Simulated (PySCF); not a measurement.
BaF2, SMILES [F][Ba][F].

Geometry: B3LYP-D3(BJ)/def2-TZVP. The isomer is the one that the SMILES or the coordinates give; other isomers of the formula were not compared. The def2 effective core potentials stand for the cores of Ba; spin–orbit coupling is left out.

Calculation: PBE/def2-TZVPD (PySCF).

Symmetry labels are those of the subgroup C2v that the program uses (full group C2v).

Computed valence orbital energies around the gap with their symmetry:
| orbital | symmetry | energy (eV) |
|---|---|---|
| HOMO−7 | A1 | -17.39 |
| HOMO−6 | B2 | -16.91 |
| HOMO−5 | A1 | -7.28 |
| HOMO−4 | B2 | -7.13 |
| HOMO−3 | A2 | -7.10 |
| HOMO−2 | B1 | -6.90 |
| HOMO−1 | A1 | -6.77 |
| HOMO | B2 | -6.46 |
| LUMO | A1 | -1.92 |
| LUMO+1 | B1 | -0.73 |
| LUMO+2 | A1 | -0.70 |
| LUMO+3 | B2 | -0.11 |
